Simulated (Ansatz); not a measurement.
F6Sb−: where a starting geometry ends

The starting geometry of this gas-phase triplet was optimised with GFN2-xTB as a singlet.

```xyz
7

F    -1.3188    2.8970    0.1602
F    -1.2690    0.2060   -0.1795
F     1.1987    0.1088    0.9405
F     1.1512    2.7985    1.2832
F     0.7340    1.7378   -1.1790
F    -0.8558    1.2692    2.2815
Sb   -0.0599    1.5035    0.5517
```

Q: Predict what becomes of its bonds when it is optimised with PBE0-D4/def2-SVPD.

A: It loosens into F5Sb + F, which stay close as a complex (formulas without charges). Contacts that open: F2–Sb7 (1.92 → 2.73 Å).

The energy falls by 2.54 eV over 21 steps:

| step | E − E(last) (eV) |
| --- | --- |
| 1 | 2.542 |
| 3 | 1.198 |
| 5 | 1.197 |
| 8 | 1.120 |
| 10 | 0.682 |
| 12 | 0.165 |
| 14 | 0.105 |
| 17 | 0.029 |
| 19 | 0.001 |
| 21 | 0.000 |

Final geometry (Å):

```json
{"atom": "F", "x (Å)": "-1.4492", "y (Å)": "2.9516", "z (Å)": "0.4011"}
{"atom": "F", "x (Å)": "-1.0043", "y (Å)": "0.1193", "z (Å)": "-1.3373"}
{"atom": "F", "x (Å)": "1.1673", "y (Å)": "0.0541", "z (Å)": "1.2205"}
{"atom": "F", "x (Å)": "1.2365", "y (Å)": "2.8322", "z (Å)": "1.1152"}
{"atom": "F", "x (Å)": "0.4442", "y (Å)": "1.4741", "z (Å)": "-1.1583"}
{"atom": "F", "x (Å)": "-0.6688", "y (Å)": "1.5797", "z (Å)": "2.7680"}
{"atom": "Sb", "x (Å)": "-0.1453", "y (Å)": "1.5098", "z (Å)": "0.8493"}
```

The end wasn't checked by frequencies. Open shells are spin-unrestricted. The triplet needn't be the ground state. Atoms past krypton carry core potentials, without spin–orbit terms. Run with Ansatz 0.2.0, 16 min on 2 threads of Arm Neoverse V1 (shared host).
